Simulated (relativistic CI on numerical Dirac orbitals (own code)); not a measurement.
## How well does a small relativistic CI reproduce Ga V?

Method of calculation: Dirac-Coulomb-Breit CI, separate exchange-only KLI orbitals for each configuration, QED by a radiative potential, valence Slater integrals scaled by 0.85, P86 correlation energy added to each configuration (own radial code, finite nucleus).

Configurations in the expansion (outside the closed core [Ne]): 3s2 3p6 3d9, 3s2 3p6 3d8 4s, 3s2 3p6 3d8 4p, 3s2 3p5 3d10, 3s2 3p6 3d8 4d, 3s2 3p6 3d8 5s, 3s2 3p6 3d8 5p, 3s2 3p6 3d7 4s2, 3s2 3p6 3d8 4f, 3s2 3p6 3d8 5d, 3s2 3p6 3d8 6s, 3s2 3p6 3d8 6p, 3s2 3p6 3d7 4s 4p, 3s2 3p6 3d8 5f, 3s2 3p6 3d8 5g, 3s2 3p6 3d8 6d, 3s2 3p6 3d7 4p2, 3s 3p6 3d10, 3s2 3p6 3d7 4s 4d. Levels of other configurations are missing.

```tsv
Configuration	Term (tabulated)	J	Measured (cm⁻¹)	Computed	Error	Purity (%)
3s2 3p6 3d9	2D	5/2	0.0	0	0	100
3s2 3p6 3d9	2D	3/2	3583.0	3500	-83	100
3s2 3p6 3d8 4s	4F	9/2	210052.0	209332	-720	100
3s2 3p6 3d8 4s	4F	7/2	212121.0	211332	-789	94
3s2 3p6 3d8 4s	4F	5/2	214000.0	213188	-812	97
3s2 3p6 3d8 4s	4F	3/2	215237.0	214416	-821	98
3s2 3p6 3d8 4s	2F	7/2	218301.0	217033	-1268	94
3s2 3p6 3d8 4s	2F	5/2	221488.0	220164	-1324	96
3s2 3p6 3d8 4s	2D	3/2	232968.0	232451	-517	76
3s2 3p6 3d8 4s	4P	3/2	235609.0	235139	-470	83
3s2 3p6 3d8 4s	4P	1/2	235752.0	235305	-447	99
3s2 3p6 3d8 4s	2P	3/2	242026.0	240894	-1132	93
3s2 3p6 3d8 4s	2P	1/2	243053.0	241872	-1181	99
3s2 3p6 3d8 4s	2G	9/2	246093.0	243485	-2608	100
3s2 3p6 3d8 4s	2G	7/2	246133.0	243525	-2608	100
3s2 3p6 3d8 4p	4D°	7/2	296992.0	296085	-907	93
3s2 3p6 3d8 4p	4D°	5/2	300144.0	299167	-977	93
3s2 3p6 3d8 4p	4G°	9/2	300730.0	299356	-1374	57
3s2 3p6 3d8 4p	4G°	11/2	302217.0	300693	-1524	100
3s2 3p6 3d8 4p	4D°	3/2	302499.0	301489	-1010	95
3s2 3p6 3d8 4p	4G°	7/2	302779.0	301366	-1413	76
3s2 3p6 3d8 4p	4D°	1/2	303911.0	302892	-1019	99
3s2 3p6 3d8 4p	4G°	5/2	304272.0	302852	-1420	89
3s2 3p6 3d8 4p	4F°	9/2	305249.0	303502	-1747	79
3s2 3p6 3d8 4p	4F°	7/2	306628.0	304932	-1696	61
3s2 3p6 3d8 4p	2G°	9/2	306947.0	305388	-1559	59
3s2 3p6 3d8 4p	4F°	5/2	307745.0	306125	-1620	74
3s2 3p6 3d8 4p	4F°	3/2	307864.0	306376	-1488	77
3s2 3p6 3d8 4p	2D°	5/2	309616.0	308315	-1301	76
3s2 3p6 3d8 4p	2D°	3/2	311991.0	310707	-1284	78
3s2 3p6 3d8 4p	2F°	5/2	313088.0	311401	-1687	76
3s2 3p6 3d8 4p	4P°	3/2	319570.0	318776	-794	71
3s2 3p6 3d8 4p	4P°	5/2	320093.0	319230	-863	61
3s2 3p6 3d8 4p	4P°	1/2	320429.0	319750	-679	89
3s2 3p6 3d8 4p	2F°	5/2	322388.0	321134	-1254	74
3s2 3p6 3d8 4p	2D°	3/2	324314.0	323222	-1092	58
3s2 3p6 3d8 4p	2F°	7/2	324407.0	322807	-1600	86
3s2 3p6 3d8 4p	2P°	1/2	324874.0	323528	-1346	88
3s2 3p6 3d8 4p	2D°	5/2	325713.0	324704	-1009	81
3s2 3p6 3d8 4p	2P°	3/2	326549.0	325104	-1445	60
3s2 3p6 3d8 4p	4D°	5/2	329103.0	327581	-1522	70
3s2 3p6 3d8 4p	4D°	1/2	329108.0	327501	-1607	96
3s2 3p6 3d8 4p	4D°	3/2	329112.0	327568	-1544	86
3s2 3p6 3d8 4p	4D°	7/2	330174.0	328382	-1792	81
3s2 3p6 3d8 4p	2D°	5/2	332473.0	330994	-1479	73
3s2 3p6 3d8 4p	2H°	9/2	332600.0	329514	-3086	98
3s2 3p6 3d8 4p	2P°	3/2	332707.0	331507	-1200	83
3s2 3p6 3d8 4p	2D°	3/2	333929.0	332536	-1393	79
3s2 3p6 3d8 4p	2H°	11/2	334765.0	332046	-2719	100
3s2 3p6 3d8 4p	2F°	7/2	335089.0	332421	-2668	91
3s2 3p6 3d8 4p	2P°	1/2	335605.0	334162	-1443	83
3s2 3p6 3d8 4p	2F°	5/2	336909.0	334019	-2890	97
3s2 3p6 3d8 4p	2S°	1/2	337491.0	335836	-1655	84
3s2 3p6 3d8 4p	4S°	3/2	337690.0	335487	-2203	97
3s2 3p6 3d8 4p	2G°	7/2	344200.0	340191	-4009	97
3s2 3p6 3d8 4p	2G°	9/2	344668.0	340614	-4054	98
```

Measured levels from Shirai, Reader, Kramida and Sugar, J. Phys. Chem. Ref. Data 36, 509 (2007); pairs were made by configuration, J and term (by order where the table uses no LS term), so strongly mixed levels may be paired wrongly.

Mean error by configuration (cm⁻¹): 3s2 3p6 3d9 -83; 3s2 3p6 3d8 4s -1131; 3s2 3p6 3d8 4p -1643. Over the excited levels the mean absolute error is 1494 cm⁻¹ (55 of the 59 excited levels that our extract of the source holds in range could be paired, and the others can miss by more), and the median relative error of those above 1,000 cm⁻¹ is 0.47 %.
